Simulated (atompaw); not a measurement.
Ranking PAW (atompaw) potentials for iron (Fe)

All share these settings but for the change named:

```json
{
 "Element": "Fe",
 "Generator": "atompaw 4.2.0.5",
 "Type": "PAW",
 "Functional": "PBEsol",
 "Relativity": "scalar-relativistic",
 "Frozen core": "[Ne]",
 "Valence charge": "16",
 "Reference configuration": "3s2 3p6 3d6 4s1 4p1",
 "Partial waves": "3s (bound): rc 1.15 bohr; 4s (bound): rc 1.45 bohr; 3p (bound): rc 1.35 bohr; 4p (bound): rc 1.35 bohr; 3d (bound): rc 1.45 bohr; 3d channel at 0.35 Ry: rc 1.45 bohr",
 "Local potential": "troulliermartins scheme with l = 3 at 0 Ry, radius 1.30 bohr",
 "Core correction": "smooth core density matched at 0.85 bohr",
 "Augmentation charge": "besselshape compensation charge, radius 1.15 bohr; PAW radius 1.45 bohr; waves and projectors: custom polynom vanderbiltortho"
}
```

Cutoff: the first of the cutoffs (Ry, on a coarse ladder) from which the occupation-weighted sum of valence levels, in a spherical-Bessel basis at the reference potential, stays within 10 and 1 mRy of its value at 400 Ry; the density cutoff is not measured.

The base gives 70 Ry.

Of 8 variants that were run, those that failed, showed a ghost or another fault, or gave nearly equal values are left out.

Rank these variants from softest to hardest (loose cutoff).
A. all radii scaled by about 0.74 (s 0.84, p 1.00, d 1.08 bohr); local potential troulliermartins scheme with l = 3 at 0 Ry, radius 0.96 bohr; augmentation besselshape compensation charge, radius 0.84 bohr; PAW radius 1.08 bohr; waves and projectors: custom polynom vanderbiltortho; core correction smooth core density matched at 0.62 bohr
B. all radii scaled by about 1.30 (s 1.50, p 1.76, d 1.88 bohr); local potential troulliermartins scheme with l = 3 at 0 Ry, radius 1.70 bohr; augmentation besselshape compensation charge, radius 1.50 bohr; PAW radius 1.88 bohr; waves and projectors: custom polynom vanderbiltortho; core correction smooth core density matched at 1.10 bohr
C. all radii scaled by about 1.16 (s 1.34, p 1.58, d 1.68 bohr); local potential troulliermartins scheme with l = 3 at 0 Ry, radius 1.52 bohr; augmentation besselshape compensation charge, radius 1.34 bohr; PAW radius 1.68 bohr; waves and projectors: custom polynom vanderbiltortho; core correction smooth core density matched at 0.98 bohr
D. all radii scaled by about 0.90 (s 1.04, p 1.22, d 1.30 bohr); local potential troulliermartins scheme with l = 3 at 0 Ry, radius 1.16 bohr; augmentation besselshape compensation charge, radius 1.04 bohr; PAW radius 1.30 bohr; waves and projectors: custom polynom vanderbiltortho; core correction smooth core density matched at 0.76 bohr
E. all radii scaled by about 1.10 (s 1.26, p 1.48, d 1.60 bohr); local potential troulliermartins scheme with l = 3 at 0 Ry, radius 1.42 bohr; augmentation besselshape compensation charge, radius 1.26 bohr; PAW radius 1.60 bohr; waves and projectors: custom polynom vanderbiltortho; core correction smooth core density matched at 0.94 bohr

B (40 Ry), C (50 Ry), E (60 Ry), D (90 Ry), A (140 Ry).
